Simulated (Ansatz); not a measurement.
Consider the ligand exchange at the Si–O bond: `O[SiH2][GeH2][OH]` + H₂S → `[OH][GeH2][SiH2]S` + H₂O.

Isolated molecules relaxed with PBE0-D4/def2-TZVP in Ansatz; ΔE leaves out vibrations. CCSD(T)/CBS adds triple-zeta CCSD(T) − MP2 to the extrapolated MP2 energy (def2 sets, frozen cores). This one scheme is used for every species. For Ge outer-core shells are correlated without core-valence functions, which leaves a few kJ/mol of doubt a bond. Scalar relativity is left out up to krypton. One conformer a species, not always the lowest.

```tsv
species	HF/def2-TZVPP energy (Eh)
`O[SiH2][GeH2][OH]`	-2517.66638
H₂S	-398.70765
`[OH][GeH2][SiH2]S`	-2840.29664
H₂O	-76.06237
```

Question: Work out ΔE.

Answer: ΔE = (-2840.29664) + (-76.06237) − (-2517.66638) − (-398.70765) = 0.01502 Eh = +39.4 kJ/mol. CCSD(T)/CBS gives +14.0 kJ/mol.

Largest T1 diagnostic among the species: 0.012.

The D4 term adds −8.2 kJ/mol with B3LYP and −4.4 kJ/mol with PBE0; it sums over pairs of atoms, weighted by their polarisabilities, and B3LYP, whose exchange is more repulsive, gets the larger term. In def2-TZVPP, CCSD(T) changes the Hartree–Fock value by −20.8 kJ/mol (the triples alone add −4.0 kJ/mol) and MP2 by −25.1 kJ/mol.

B3LYP here is the variant with VWN-RPA as its local correlation; programs differ in this.
